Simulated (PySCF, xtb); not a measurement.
BFH5NO2Si, SMILES OB(O)N[SiH2]F. Other conformers were not sampled.

Harmonic wavenumbers (cm⁻¹) from xtb 6.7.1 with GFN2-xTB at its own minimum, in rising order: 60, 100, 107, 212, 356, 411, 454, 463, 489, 533, 575, 602, 724, 770, 786, 810, 917, 943, 984, 1151, 1280, 1391, 2285, 2313, 3489, 3630, 3642.

**Question.** What does B3LYP-D3(BJ)/def2-SVP run with PySCF give at its own minimum? (An estimate is asked for; the answer gives what the named calculation found.)

**Answer.** 19, 92, 104, 243, 249, 386, 438, 476, 501, 653, 711, 722, 802, 863, 925, 940, 953, 996, 1020, 1187, 1422, 1487, 2248, 2255, 3615, 3887, 3899. Paired by order, the mean absolute difference is 82 cm⁻¹ and the zero-point energies are 42.1 and 44.4 kcal/mol.
